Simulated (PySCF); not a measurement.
# One molecule, several mistakes: AlBC2H7

Calculated results; nothing here was measured. They come from PySCF 2.14.0, an open-source quantum chemistry program, on an isolated molecule that a program drew, which may never have been made. The molecule is AlBC2H7 (charge 0, doublet), drawn as the SMILES string `[BH]C[CH2][AlH2]`.

Each row is a Hartree-Fock (HF) and frozen-core CCSD(T) single point in the cc-pV(D+d)Z basis, meant for a local HF minimum. Run 1 is clean. Each other run has one planted mistake out of seven kinds, and not every kind appears here: one electron removed, one electron added, multiplicity raised by two, geometry at a saddle point, minimal basis STO-3G, one bond length entered in bohr, all coordinates scaled. The reference is restricted for singlets and unrestricted otherwise, and also for a bond in bohr. Adding or removing an electron swaps singlet and doublet. Electrons count all cores. HOMO and LUMO are orbital energies over both spins, the gradient is its largest component, and the lowest frequency (negative if imaginary) is given only where the gradient is small. Bond lengths are over the 10 bonds as drawn. T1 is the CCSD diagnostic: over 0.02 (restricted) or 0.045 (unrestricted) a single reference is doubtful.

Geometry of the clean run:
```xyz
11
AlBC2H7, angstrom
B    -0.4711   -3.4015    0.4806
C    -0.8139   -1.8835    0.3301
C    -1.1932   -1.1400    1.6333
Al    0.1682   -1.1223    3.0650
H    -0.0328   -3.9512    1.4593
H    -1.5572   -1.7250   -0.4582
H     0.1222   -1.4706   -0.0864
H    -1.4351   -0.0908    1.4037
H    -2.1266   -1.5515    2.0384
H    -0.2613   -0.9339    4.5782
H     1.7072   -1.2315    2.7008
```

```
run,electrons,basis functions,<S^2>,HOMO (eV),LUMO (eV),gradient (hartree/bohr),lowest frequency (cm^-1),mean bond (Å),longest bond (Å),T1,HF (hartree),CCSD(T) (hartree),mistake
1,37,100,0.753,-8.91,1.40,1.9e-05,72,1.3860,1.976,0.0110,-346.32607,-346.81094,no fault
2,36,100,0.000,-15.14,-6.40,6.6e-02,-,1.3860,1.976,0.0154,-346.04414,-346.52307,one electron removed
3,37,100,3.768,-4.90,-1.87,9.9e-02,-,1.3860,1.976,0.0305,-346.15275,-346.62974,multiplicity raised by two
4,38,100,0.000,0.43,5.21,3.8e-02,-,1.3860,1.976,0.0726,-346.25799,-346.79975,one electron added
5,37,100,0.753,-8.81,1.50,2.7e-02,-,1.3402,1.911,0.0109,-346.31555,-346.79647,?
```

**Which mistake was planted in run 5, and what did it cost?**

The mean and the longest bond both change by the same factor, 0.967, and the gradient is no longer small. So the mistake is: all coordinates scaled. Subtracting run 1 and multiplying by 627.51 kcal/mol a hartree, the energy moved by 6.6 kcal/mol in HF and 9.1 kcal/mol in CCSD(T).

Cautions from the logs. Run 4: T1 is over the limit, so its CCSD(T) energy is less reliable and the HOMO is above zero, so the electron isn't bound and the energy depends on the basis.
